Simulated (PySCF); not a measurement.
An unknown is described by computed data only.

Formula: CH11O2PSi3.

- UV, strongest line: among the 8 lowest singlet transitions: S6 at 7.09 eV (175 nm, f = 0.223) [TDDFT CAM-B3LYP/def2-SVPD]
- Triplet: lowest triplet excitation (Tamm–Dancoff): 5.22 eV [TDA CAM-B3LYP/def2-SVPD]
- Polarisability: 125.1 au [CAM-B3LYP/def2-SVPD]
- 13C NMR: chemical shifts (computed TMS as zero) by class: -5.2 (1 C) ppm [GIAO PBE0/pcSseg-1]
- Dipole: 1.76 D [CAM-B3LYP/def2-SVPD]
- NMR, other nuclei: isotropic shieldings of nuclei other than C and H, by class: 278 (1 O), 280 (1 O), 370 (1 Si), 396 (1 Si), 415 (1 Si), 622 (1 P) ppm [GIAO PBE0/pcSseg-1]
- 1H NMR: chemical shifts (computed TMS as zero) by class: 5.45 (1 H), 5.17 (3 H), 4.25 (1 H), 2.22 (1 H), 0.85 (2 H), 0.41 (3 H) ppm [GIAO PBE0/pcSseg-1]
- Rotational structure: rotational constants A, B, C: 1.657, 0.597, 0.531 GHz [GFN2-xTB]
- UV, first state: lowest singlet excitation: 5.93 eV (209 nm, f = 0.007) [TDDFT CAM-B3LYP/def2-SVPD]

The electronic properties come from PySCF, for the isolated species, density fitting. Levels stand in brackets. One conformer (not necessarily the lowest) at the GFN2-xTB geometry, without solvent, vibrations or thermal averaging. GFN2-xTB frequencies show an imaginary mode (29i cm⁻¹), so this geometry is no minimum at that level. NMR classes are plain means over equivalent atoms (diastereotopic ones count apart unless rotation or inversion swaps them), as if these changed places fast.

Q: Give a SMILES that accounts for the data.

A: Numbering: `[CH3:1][Si@@H:2]([PH2:3])[Si@@H:4]([OH:5])[O:6][SiH3:7]`. The one carbon: Si-methyl carbon [C1] (-5.2 ppm). Hydrogen classes from least to most shielded: 1 H on an oxygen-bound silicon, Si4 (5.45 ppm), 3 H on an oxygen-bound silicon, Si7 (5.17 ppm), 1 H on an SiH silicon, Si2 (4.25 ppm), 1 H on a silanol oxygen, O5 (2.22 ppm), 2 H on a three-coordinate phosphorus, P3 (0.85 ppm), 3 H on an Si-methyl carbon, C1 (0.41 ppm). The other shieldings belong to: 278 ppm, silanol oxygen [O5]; 280 ppm, siloxane oxygen [O6]; 370 ppm, oxygen-bound silicon [Si4]; 396 ppm, oxygen-bound silicon [Si7]; 415 ppm, SiH silicon [Si2]; 622 ppm, three-coordinate phosphorus [P3]. The optimised geometry has point group C1 and is an asymmetric top. Structure: `C[Si@@H](P)[Si@@H](O)O[SiH3]`. Computed isomers that give other values at the same levels: `C[SiH2]O[SiH2]O[SiH2]P` (13C chemical shifts (computed TMS as zero) by class: 1.7 (1 C) ppm); `C[Si@H](P)O[SiH2]O[SiH3]` (13C chemical shifts (computed TMS as zero) by class: 4.7 (1 C) ppm); `CO[Si@@H]([SiH2]O)[SiH2]P` (13C chemical shifts (computed TMS as zero) by class: 56.1 (1 C) ppm). The assignments are read from this structure; whether some other isomer fits the data as well wasn't checked. The mirror image fits equally.

Conformer computed: `[CH3:1][Si@@H:2]([PH2:3])[Si@@H:4]([OH:5])[O:6][SiH3:7]`: C1–Si2–Si4–O5 -2°, Si2–Si4–O6–Si7 29°, H–P3–Si2–C1 76°, H–P3–Si2–C1 169°, H–O5–Si4–Si2 163°.
